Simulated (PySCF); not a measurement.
CrF₄, SMILES [F][Cr]([F])([F])[F] (connectivity only; charge and spin as stated), neutral, multiplicity 3. The structure is a stationary point at PBE-D3(BJ)/def2-SVP. The spin state was assumed, not searched.

Calculation: PBE-D3(BJ)/def2-SVP (PySCF).

Harmonic wavenumbers (cm⁻¹): 185, 185, 185, 190, 190, 701, 778, 778, 778. Rotational constants (GHz): 3.429, 3.429, 3.429; symmetry number 12.

### Question
Work out the zero-point energy and the ideal-gas rigid-rotor harmonic-oscillator thermochemistry at 298.15 K and 1 atm.

### Answer
ZPE = ½ Σ hcν = ½ × 3968 cm⁻¹ = 23.73 kJ/mol. H − E(el) = 42.25 kJ/mol. Entropy in J/(mol K): translation 169.26, rotation 90.13, vibration 51.36, spin 9.13, total 319.88. G − E(el) = -53.12 kJ/mol. Cp = 84.23 J/(mol K).
